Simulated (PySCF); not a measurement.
## Distorted geometries of Nd(NO3)3

Nd(NO3)3 (singlet in the valence; each metal's 4f electrons, 3 of them, lie in its core potential, out of spins and levels). PySCF 2.14.0, RKS r2SCAN, Nd lcecp-1-SVP with ECP49, O def2-SVP, N def2-SVP; non-relativistic Hamiltonian with scalar-relativistic core potentials where named; density fitting; no spin-orbit coupling. Relaxed geometry:

```xyz
13

Nd    0.0000    0.0000    0.0000
O     2.1343    0.1560    1.0706
O     2.1343   -0.1560   -1.0706
N     2.8390    0.0000    0.0000
O     4.0279    0.0000    0.0000
O    -1.2022    1.7703    1.0706
O    -0.9320    1.9263   -1.0706
N    -1.4195    2.4586    0.0000
O    -2.0139    3.4883    0.0000
O    -0.9321   -1.9263    1.0706
O    -1.2022   -1.7703   -1.0706
N    -1.4195   -2.4586    0.0000
O    -2.0139   -3.4882    0.0000
```

Problem. Order these distorted geometries by energy above the relaxed one, lowest first.
A.
```xyz
13

Nd   -0.0620    0.0279    0.0207
O     2.2037    0.1591    1.1309
O     2.0938   -0.2748   -1.1271
N     2.8428    0.0374    0.0492
O     4.0539    0.0945   -0.0417
O    -1.1285    1.7517    1.0589
O    -0.8421    1.8962   -1.0146
N    -1.4036    2.4995    0.0547
O    -2.0787    3.4996   -0.0362
O    -0.9179   -1.9313    0.9974
O    -1.2123   -1.7115   -1.0613
N    -1.4966   -2.5063   -0.0108
O    -2.0525   -3.5421   -0.0202
```
B.
```xyz
13

Nd   -0.0064   -0.0423   -0.0892
O     2.1394    0.1830    1.1557
O     2.1831   -0.2182   -1.1032
N     2.7285   -0.0905   -0.1416
O     3.9769    0.0001   -0.1081
O    -1.1107    1.6083    1.0269
O    -1.0747    2.0353   -0.9736
N    -1.4013    2.4659    0.0624
O    -2.1001    3.6056    0.1219
O    -0.9314   -1.8079    1.1373
O    -1.1979   -1.6705   -0.9272
N    -1.2840   -2.5322    0.0176
O    -1.9213   -3.5367   -0.1788
```
C.
```xyz
13

Nd   -0.1812    0.0372   -0.0197
O     2.2976    0.2513    1.1154
O     2.0283   -0.1930   -1.0959
N     3.0281   -0.0275    0.0665
O     3.9165    0.0558   -0.0688
O    -1.0621    1.5901    1.1209
O    -0.8987    2.0359   -1.1109
N    -1.4709    2.6025    0.0349
O    -1.9646    3.4232    0.0098
O    -1.1218   -1.9718    1.1210
O    -1.2363   -1.8173   -0.8993
N    -1.4119   -2.6467   -0.0753
O    -1.9231   -3.3399   -0.1986
```

Solution. A (1.07 eV), B (3.92 eV), C (24.50 eV).

Problem. Which forces (eV/Å) act in the one that lies 3.92 eV up?

Solution. 
```
Nd    1.02   1.82   1.20
O    -1.35  -1.29  -3.99
O    -8.21  -1.88 -10.28
N    11.98   3.55  13.31
O    -2.22  -0.65   0.15
O    -1.01   2.09   1.51
O     2.22  -1.82  -6.93
N    -4.81   5.21   4.56
O     3.40  -5.24   1.10
O    -0.28  -3.74  -0.22
O    -0.02  -1.40  -2.92
N    -2.79   2.62   0.53
O     2.07   0.73   1.99
```
Forces carry noise of the integration grid, about 0.01 to 0.03 eV/Å.

No frequency check is given that shows the relaxed geometry to be a minimum. An lcecp potential fixes the number of 4f electrons, so in runs with it no electron can move into or out of that shell.
